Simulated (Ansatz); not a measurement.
```xyz
2

H     0.0000    0.0000   -1.1167
Cl    0.0000    0.0000    0.0657
```

Basis set: 6-31G* (spherical functions). Correlated methods keep 5 orbitals frozen. Charge 0, multiplicity 1.

Computed with Ansatz (development build ahead of 0.2.0); each method stands on the lowest determinant of its kind that the runs found. Restricted open shells among the atoms or ions are ROHF, correlated in semicanonical orbitals with singles.

The atomization energy at this shape (free ground-state atoms in the same class of orbitals less the molecule, no zero-point energy) of singlet HCl:

```json
{"method": "RHF", "atomization energy": "3.04 eV"}
```

Q: What does RHF-MP2 give?

A: 3.64 eV. Caution: the shape is not the minimum.
